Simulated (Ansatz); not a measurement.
Which is lower?

Two relaxed structures of MgSiH2F2, closed shell (PBE0-D4/def2-TZVP; forces vanish, vibrations not checked).

A:

```
atom    x (Å)    y (Å)    z (Å)
  F1   0.8362  -3.1316   1.2557
 Mg2   0.4200  -1.5478   0.6247
 Si3  -0.1682   0.7924  -0.2914
  F4  -1.5608   0.6960  -1.1118
  H5   0.8406   1.3569  -1.2362
  H6  -0.3679   1.8342   0.7591
```

B:

F1  (-1.623, 2.417, -1.446)
Mg2  (1.150, -1.686, 1.031)
Si3  (-0.844, 1.228, -0.741)
F4  (-1.738, -0.076, -0.889)
H5  (0.429, 1.015, -1.454)
H6  (-0.702, 1.546, 0.692)
(Å)

Computed with Ansatz 0.2.0 (basis: def2-TZVPP); correlated methods freeze the cores. The outer core shell of Li, Na, Mg and K is correlated. The def2 sets are not built for correlating such inner shells, so the correlated values are less sure here. B3LYP uses VWN-RPA correlation.

Task: Which structure is lower at CCSD(T), and by how much? (To be estimated.)

Result: The calculation gives: B, by 0.072 eV (electronic energy, against the other). By their contacts, A is MgSiH₂F₂ ([F][Mg][SiH2][F]) and B is a complex of SiH₂F₂ ([F][SiH2][F]) + Mg.

Task: Do the other methods give the same order? (Judge from chemistry; the calculation decides.)

Result: By the calculation: Not all: PBE-D4, r2SCAN-D4, PBE0-D4 give the other order.

| method | E(B) − E(A) (eV) |
| --- | --- |
| PBE-D4 | 0.147 |
| r2SCAN-D4 | 0.218 |
| PBE0-D4 | 0.084 |
| B3LYP-D4 | -0.019 |
| wB97M-V | -0.084 |
| HF | -0.274 |
| MP2 | -0.007 |
| CCSD | -0.100 |
| CCSD(T) | -0.072 |

No T1 diagnostic of these runs exceeds 0.012.

Labels in which every atom is bracketed show which atoms are joined, not bond orders.

For scale, one of the runs: CCSD(T)/def2-TZVPP, 164 basis functions, launched by `ansatz run in.yaml --threads 2 --pin off --events-out ev --progress --plain --max-ram 4352MiB`. Time: 56 s of wall clock on 2 CPU threads of an Arm Neoverse V2; the host was shared. Peak host memory: 1.4 GiB.
